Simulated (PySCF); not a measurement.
# What binds CsO: the parts of the energy along the bond

State: ²Σ⁺, doublet, unpaired electrons σ ↑. ROHF-based CCSD(T) in PySCF 2.14 with Cs cc-pwCVDZ-X2C, O aug-cc-pVDZ-DK and Cs cc-pwCVTZ-X2C, O aug-cc-pVTZ-DK (frozen core orbitals: 24; spin-free X2C with a Gaussian nucleus). Correlation energies are extrapolated as n⁻³ (n = 2, 3), Hartree–Fock as (n+1)·exp(−9√n). CV is the change on freezing 23 orbitals instead, in Cs cc-pwCVTZ-X2C, O cc-pCVTZ-DK. All energies in eV from Cs + O.

| R (Å) | HF/CBS | CCSD corr. | (T) | CV | total |
| --- | --- | --- | --- | --- | --- |
| 2.0142 | -0.434 | -2.078 | -0.2123 | -0.0067 | -2.731 |
| 2.1058 | -0.821 | -1.946 | -0.1962 | -0.0059 | -2.969 |
| 2.1973 | -1.069 | -1.844 | -0.1836 | -0.0054 | -3.102 |
| 2.2889 | -1.210 | -1.766 | -0.1741 | -0.0050 | -3.155 |
| 2.3804 | -1.270 | -1.705 | -0.1669 | -0.0046 | -3.147 |
| 2.4949 | -1.263 | -1.647 | -0.1601 | -0.0043 | -3.074 |
| 2.6093 | -1.194 | -1.603 | -0.1553 | -0.0040 | -2.956 |

A fit to the total gives Re = 2.3194 Å, De = 3.158 eV, ωe = 353.7 cm⁻¹, Be = 0.2195 cm⁻¹ (masses 132.9054 and 15.9949 u).

**Question.** At R = 2.2889 Å the CCSD correlation energy is -0.288482 hartree in the smaller basis and -0.410320 in the larger. Extrapolate it.

**Answer.** (3³·E3 − 2³·E2)/(3³ − 2³) = -0.46162 hartree; the larger basis holds 88.9 % of it.

The T1 diagnostic is 0.022. The state was picked by a PBE0 search and need not be the measured ground state. Spin–orbit coupling, excitations beyond (T) and corrections to the Born–Oppenheimer picture are left out, and spin–orbit coupling matters for open p, d or f shells this heavy.
